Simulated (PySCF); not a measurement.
C2H9BO2Si, SMILES C[SiH2]CB(O)O.

Geometry: B3LYP-D3(BJ)/def2-SVP. This is a generated structure with no PubChem entry under its InChIKey; it may be hypothetical. The values are those of a single conformer.

Computed with TDA-LC-ωPBE/def2-SVPD run with PySCF.

Vertical excitations. Gas-phase values at a fixed geometry.

Computed lowest excited states:
| state | energy (eV) | λ (nm) | f | main pairs |
|---|---|---|---|---|
| S1 | 8.36 | 148 | 0.001 | HOMO→LUMO 74 % |
| S2 | 8.51 | 146 | 0.143 | HOMO→LUMO+5 33 %, HOMO→LUMO+1 22 %, HOMO→LUMO+2 11 %, HOMO→LUMO 6 % |
| S3 | 8.68 | 143 | 0.008 | HOMO−3→LUMO 47 %, HOMO−2→LUMO 26 % |
| S4 | 8.84 | 140 | 0.023 | HOMO−1→LUMO 53 % |
| S5 | 9.10 | 136 | 0.013 | HOMO−2→LUMO+1 23 %, HOMO−1→LUMO+1 13 %, HOMO−2→LUMO+3 7 %, HOMO−2→LUMO+5 7 % |
| S6 | 9.11 | 136 | 0.045 | HOMO−2→LUMO 25 %, HOMO−3→LUMO 14 %, HOMO−2→LUMO+2 9 %, HOMO−2→LUMO+1 9 % |
| T1 | 7.70 | 161 | 0 | HOMO→LUMO+5 35 %, HOMO→LUMO+2 15 %, HOMO→LUMO+1 14 %, HOMO→LUMO+6 7 % |
| T2 | 8.07 | 154 | 0 | HOMO→LUMO 62 % |
Triplets are in the Tamm–Dancoff approximation.
